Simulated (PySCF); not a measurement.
From computed data to an observable: oscillator strength and radiative lifetime

propa-1,2-dienylcyclopropane (C6H8), SMILES C(=CC1CC1)=C.

Geometry: PBE0-D3(BJ)/def2-SVP. Other conformers were not sampled.

TDA-PBE/def2-SVPD (PySCF) puts the first singlet state with f over 0.02 at 6.41 eV (vertical), with the transition dipole (-1.102, -0.102, 0.000) in atomic units.

Question: Find the oscillator strength, the wavelength and the radiative lifetime that this transition would have in vacuum if emission retraced absorption.

Answer: 
|μ|² = 1.2248 au, so |μ| = 2.81 D. ΔE = 6.41/27.211 = 0.2356 hartree. f = (2/3) ΔE |μ|² = 0.192 (the program prints 0.193).
λ = 1239.84/6.41 = 193 nm; ν = 51700 cm⁻¹.
Einstein's coefficient A = 0.6670 ν² f s⁻¹ (ν in cm⁻¹) = 3.4e8 s⁻¹, so τ = 1/A = 2.9 ns. This state is S6; the lower singlets have f = 0.000, 0.003, 0.004, 0.006, 0.006. The figure is the radiative limit of this one transition; relaxation, internal conversion, crossing to triplets and a medium change what is measured.
